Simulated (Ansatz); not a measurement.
## Molecular dynamics of BF2H3O

input.yaml

```yaml
crystal:
  periodic: [false, false, false]
  atoms:
    - { symbol: B, position_ang: [0.041703, 0.082063, 0.135923] }
    - { symbol: O, position_ang: [-0.05044, 0.076382, 1.62754] }
    - { symbol: H, position_ang: [-0.851745, -0.298031, 1.970629] }
    - { symbol: H, position_ang: [1.083611, -0.241272, -0.336979] }
    - { symbol: F, position_ang: [-1.101574, -0.272952, -0.443988] }
    - { symbol: F, position_ang: [0.039548, 1.718776, 0.306168] }
    - { symbol: H, position_ang: [-0.060104, 1.257237, 1.323805] }
basis:
  gaussian: { orbitals: def2-SVP }
hamiltonian:
  xc: hf
md:
  timestep: 0.5
  n_steps: 200
  ensemble: nve
  temperature: 300.0
  initial_velocities: maxwell_boltzmann
  seed: 10356
```

Run as:

```bash
$ ansatz run input.yaml --threads 1 --pin off --max-ram 2048MiB --backend cpu --events-out ev --progress --plain --runs-dir out
```

It starts at the highest image of a converged band. Of that band: Neighbouring images differ by up to 1.4 eV, so the band resolves the path poorly. A vibrational analysis at the climbing image gives one clearly imaginary mode, 1575i cm⁻¹: a first-order saddle point.

Output, in part (one step line in 4, the closing report, with atoms numbered from 0):

```
md step     0: t =     0.00 fs  T =   300.0 K  F+E_penalty+E_count = -8163.49113209 eV  E_kin = 0.193890 eV  conserved = -8163.29724210 eV  (35 SCF iters)
md step     4: t =     2.00 fs  T =   215.2 K  F+E_penalty+E_count = -8163.43558133 eV  E_kin = 0.139086 eV  conserved = -8163.29649498 eV  (36 SCF iters)
md step     8: t =     4.00 fs  T =   141.8 K  F+E_penalty+E_count = -8163.38804232 eV  E_kin = 0.091626 eV  conserved = -8163.29641635 eV  (36 SCF iters)
md step    12: t =     6.00 fs  T =   165.4 K  F+E_penalty+E_count = -8163.40316356 eV  E_kin = 0.106892 eV  conserved = -8163.29627197 eV  (37 SCF iters)
md step    16: t =     8.00 fs  T =   287.5 K  F+E_penalty+E_count = -8163.48242971 eV  E_kin = 0.185827 eV  conserved = -8163.29660303 eV  (37 SCF iters)
md step    20: t =    10.00 fs  T =   470.9 K  F+E_penalty+E_count = -8163.60035662 eV  E_kin = 0.304361 eV  conserved = -8163.29599605 eV  (36 SCF iters)
md step    24: t =    12.00 fs  T =   772.8 K  F+E_penalty+E_count = -8163.79792962 eV  E_kin = 0.499473 eV  conserved = -8163.29845640 eV  (34 SCF iters)
md step    28: t =    14.00 fs  T =   844.7 K  F+E_penalty+E_count = -8163.84138199 eV  E_kin = 0.545917 eV  conserved = -8163.29546549 eV  (35 SCF iters)
md step    32: t =    16.00 fs  T =  1054.3 K  F+E_penalty+E_count = -8163.97994166 eV  E_kin = 0.681425 eV  conserved = -8163.29851714 eV  (34 SCF iters)
md step    36: t =    18.00 fs  T =  1001.3 K  F+E_penalty+E_count = -8163.94280233 eV  E_kin = 0.647133 eV  conserved = -8163.29566889 eV  (36 SCF iters)
md step    40: t =    20.00 fs  T =  1223.1 K  F+E_penalty+E_count = -8164.09004791 eV  E_kin = 0.790461 eV  conserved = -8163.29958667 eV  (35 SCF iters)
md step    44: t =    22.00 fs  T =  1131.0 K  F+E_penalty+E_count = -8164.02643904 eV  E_kin = 0.730972 eV  conserved = -8163.29546718 eV  (36 SCF iters)
md step    48: t =    24.00 fs  T =  1253.4 K  F+E_penalty+E_count = -8164.10786338 eV  E_kin = 0.810103 eV  conserved = -8163.29776002 eV  (36 SCF iters)
md step    52: t =    26.00 fs  T =  1302.6 K  F+E_penalty+E_count = -8164.13773755 eV  E_kin = 0.841888 eV  conserved = -8163.29584963 eV  (36 SCF iters)
md step    56: t =    28.00 fs  T =  1590.8 K  F+E_penalty+E_count = -8164.32716570 eV  E_kin = 1.028139 eV  conserved = -8163.29902651 eV  (36 SCF iters)
md step    60: t =    30.00 fs  T =  1686.8 K  F+E_penalty+E_count = -8164.38807350 eV  E_kin = 1.090159 eV  conserved = -8163.29791445 eV  (36 SCF iters)
md step    64: t =    32.00 fs  T =  1697.7 K  F+E_penalty+E_count = -8164.39406397 eV  E_kin = 1.097232 eV  conserved = -8163.29683235 eV  (36 SCF iters)
md step    68: t =    34.00 fs  T =  1709.6 K  F+E_penalty+E_count = -8164.40202598 eV  E_kin = 1.104924 eV  conserved = -8163.29710152 eV  (37 SCF iters)
md step    72: t =    36.00 fs  T =  1703.7 K  F+E_penalty+E_count = -8164.39749778 eV  E_kin = 1.101086 eV  conserved = -8163.29641223 eV  (37 SCF iters)
md step    76: t =    38.00 fs  T =  1846.9 K  F+E_penalty+E_count = -8164.49274247 eV  E_kin = 1.193656 eV  conserved = -8163.29908669 eV  (36 SCF iters)
md step    80: t =    40.00 fs  T =  1819.6 K  F+E_penalty+E_count = -8164.47189732 eV  E_kin = 1.175998 eV  conserved = -8163.29589903 eV  (36 SCF iters)
md step    84: t =    42.00 fs  T =  1980.4 K  F+E_penalty+E_count = -8164.57889620 eV  E_kin = 1.279960 eV  conserved = -8163.29893659 eV  (38 SCF iters)
md step    88: t =    44.00 fs  T =  1820.8 K  F+E_penalty+E_count = -8164.47183942 eV  E_kin = 1.176814 eV  conserved = -8163.29502493 eV  (37 SCF iters)
md step    92: t =    46.00 fs  T =  1845.5 K  F+E_penalty+E_count = -8164.49146013 eV  E_kin = 1.192724 eV  conserved = -8163.29873649 eV  (36 SCF iters)
md step    96: t =    48.00 fs  T =  1659.8 K  F+E_penalty+E_count = -8164.36825251 eV  E_kin = 1.072732 eV  conserved = -8163.29552014 eV  (37 SCF iters)
md step   100: t =    50.00 fs  T =  1798.7 K  F+E_penalty+E_count = -8164.46165481 eV  E_kin = 1.162498 eV  conserved = -8163.29915686 eV  (36 SCF iters)
md step   104: t =    52.00 fs  T =  1775.7 K  F+E_penalty+E_count = -8164.44387190 eV  E_kin = 1.147610 eV  conserved = -8163.29626175 eV  (36 SCF iters)
md step   108: t =    54.00 fs  T =  1847.6 K  F+E_penalty+E_count = -8164.49171211 eV  E_kin = 1.194135 eV  conserved = -8163.29757714 eV  (37 SCF iters)
md step   112: t =    56.00 fs  T =  1766.6 K  F+E_penalty+E_count = -8164.43827370 eV  E_kin = 1.141780 eV  conserved = -8163.29649331 eV  (37 SCF iters)
md step   116: t =    58.00 fs  T =  1762.5 K  F+E_penalty+E_count = -8164.43696413 eV  E_kin = 1.139084 eV  conserved = -8163.29787994 eV  (37 SCF iters)
md step   120: t =    60.00 fs  T =  1773.9 K  F+E_penalty+E_count = -8164.44517820 eV  E_kin = 1.146496 eV  conserved = -8163.29868200 eV  (37 SCF iters)
md step   124: t =    62.00 fs  T =  1690.3 K  F+E_penalty+E_count = -8164.38829565 eV  E_kin = 1.092458 eV  conserved = -8163.29583796 eV  (37 SCF iters)
md step   128: t =    64.00 fs  T =  1814.8 K  F+E_penalty+E_count = -8164.47096401 eV  E_kin = 1.172899 eV  conserved = -8163.29806536 eV  (37 SCF iters)
md step   132: t =    66.00 fs  T =  1746.6 K  F+E_penalty+E_count = -8164.42437563 eV  E_kin = 1.128827 eV  conserved = -8163.29554907 eV  (37 SCF iters)
md step   136: t =    68.00 fs  T =  1849.7 K  F+E_penalty+E_count = -8164.49511296 eV  E_kin = 1.195483 eV  conserved = -8163.29963007 eV  (36 SCF iters)
md step   140: t =    70.00 fs  T =  1679.6 K  F+E_penalty+E_count = -8164.38081656 eV  E_kin = 1.085538 eV  conserved = -8163.29527836 eV  (37 SCF iters)
md step   144: t =    72.00 fs  T =  1840.1 K  F+E_penalty+E_count = -8164.48877851 eV  E_kin = 1.189233 eV  conserved = -8163.29954512 eV  (37 SCF iters)
md step   148: t =    74.00 fs  T =  1661.5 K  F+E_penalty+E_count = -8164.36847932 eV  E_kin = 1.073799 eV  conserved = -8163.29467984 eV  (36 SCF iters)
md step   152: t =    76.00 fs  T =  1747.6 K  F+E_penalty+E_count = -8164.42825447 eV  E_kin = 1.129479 eV  conserved = -8163.29877530 eV  (36 SCF iters)
md step   156: t =    78.00 fs  T =  1571.5 K  F+E_penalty+E_count = -8164.31119067 eV  E_kin = 1.015687 eV  conserved = -8163.29550387 eV  (37 SCF iters)
md step   160: t =    80.00 fs  T =  1686.2 K  F+E_penalty+E_count = -8164.38900120 eV  E_kin = 1.089781 eV  conserved = -8163.29922024 eV  (37 SCF iters)
md step   164: t =    82.00 fs  T =  1653.5 K  F+E_penalty+E_count = -8164.36551554 eV  E_kin = 1.068628 eV  conserved = -8163.29688730 eV  (37 SCF iters)
md step   168: t =    84.00 fs  T =  1714.0 K  F+E_penalty+E_count = -8164.40504112 eV  E_kin = 1.107755 eV  conserved = -8163.29728645 eV  (37 SCF iters)
md step   172: t =    86.00 fs  T =  1690.4 K  F+E_penalty+E_count = -8164.38922186 eV  E_kin = 1.092527 eV  conserved = -8163.29669478 eV  (37 SCF iters)
md step   176: t =    88.00 fs  T =  1687.6 K  F+E_penalty+E_count = -8164.38793104 eV  E_kin = 1.090710 eV  conserved = -8163.29722057 eV  (37 SCF iters)
md step   180: t =    90.00 fs  T =  1724.2 K  F+E_penalty+E_count = -8164.41342783 eV  E_kin = 1.114373 eV  conserved = -8163.29905501 eV  (37 SCF iters)
md step   184: t =    92.00 fs  T =  1624.1 K  F+E_penalty+E_count = -8164.34545115 eV  E_kin = 1.049688 eV  conserved = -8163.29576324 eV  (37 SCF iters)
md step   188: t =    94.00 fs  T =  1783.5 K  F+E_penalty+E_count = -8164.45116700 eV  E_kin = 1.152704 eV  conserved = -8163.29846326 eV  (37 SCF iters)
md step   192: t =    96.00 fs  T =  1706.3 K  F+E_penalty+E_count = -8164.39797587 eV  E_kin = 1.102785 eV  conserved = -8163.29519117 eV  (36 SCF iters)
md step   196: t =    98.00 fs  T =  1777.0 K  F+E_penalty+E_count = -8164.44757739 eV  E_kin = 1.148444 eV  conserved = -8163.29913343 eV  (36 SCF iters)
md step   200: t =   100.00 fs  T =  1585.3 K  F+E_penalty+E_count = -8164.32026449 eV  E_kin = 1.024610 eV  conserved = -8163.29565466 eV  (57 SCF iters)
Total energy: -8164.32026449 eV, -300.0332357449 hartree
Atom 0 at    -0.159939    -1.173034     0.453180 Å, force     1.458797    -1.443677     1.666346 eV/Å
Atom 1 at    -0.194450    -1.188724     1.804906 Å, force    -0.408405     0.814420    -0.855589 eV/Å
Atom 2 at    -0.727207    -0.473379     2.118827 Å, force    -0.247852    -0.059596     0.464130 eV/Å
Atom 3 at     0.664889    -1.882299    -0.001011 Å, force     0.109581    -0.224987    -0.689091 eV/Å
Atom 4 at    -0.936534    -0.449274    -0.272519 Å, force    -0.914398     0.924351    -0.594459 eV/Å
Atom 5 at     0.074985     3.638571    -0.119558 Å, force     2.866085     0.379339    -1.585320 eV/Å
Atom 6 at     0.903752     3.753004    -0.585709 Å, force    -2.863808    -0.389849     1.593983 eV/Å
Dipole moment:     0.257236     0.249178    -0.096114 e Å
```

All steps were run. The conserved energy stayed within 0.37 meV per atom of its start (net change 0.23 meV per atom), so the integration is sound. The kinetic energy rose, since the run started high on the potential surface and went downhill. It ends in pieces (BFH2O + FH), so much of that is their flight and rotation, not heat. A run of 0.1 ps of so small a system gives no equilibrium averages. The orbitals stay closed-shell, which can raise the energy where a bond breaks towards radicals; this wasn't checked here.

Between its relaxed ends the band would form B1–F6, O2–H7 and break B1–O2, F6–H7. These pairs go: B1–F6 1.65 → 4.85 Å, O2–H7 1.22 → 5.60 Å, B1–O2 1.49 → 1.35 Å, F6–H7 1.12 → 0.96 Å. In the last frame they stand as before the step (other bonds may differ from the relaxed reactants and products). It ends as BFH2O + FH. Pairs count as bonded within 1.25 times the sum of covalent radii (0.12 Å more for H–H).

Last frame:

```xyz
7
Properties=species:S:1:pos:R:3
B -0.160 -1.173 0.453
O -0.195 -1.189 1.805
H -0.727 -0.473 2.119
H 0.665 -1.882 -0.001
F -0.936 -0.449 -0.273
F 0.075 3.639 -0.120
H 0.904 3.753 -0.586
```

Time of the run: 2.1 min on 1 thread of Arm Neoverse V2, on a shared host, peak memory 0.11 GiB.
